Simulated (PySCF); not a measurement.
Bond stretch in KF, singlet.

Level of theory: CCSD(T) on UHF/def2-TZVP, 6 core orbitals frozen run with PySCF 2.14.0.

Q: Relative to R = 2.19 Å, what are the energies at R = 1.96, 2.11, 2.56, 3.95 Å?

A: 14.8 mEh at 1.96 Å, 2.0 mEh at 2.11 Å, 11.4 mEh at 2.56 Å, 85.2 mEh at 3.95 Å.

The unrestricted determinant behind UCCSD(T) is spin-contaminated at 4.84 to 8.83 Å (<S²> up to 1.0, against 0.00 for a pure singlet).
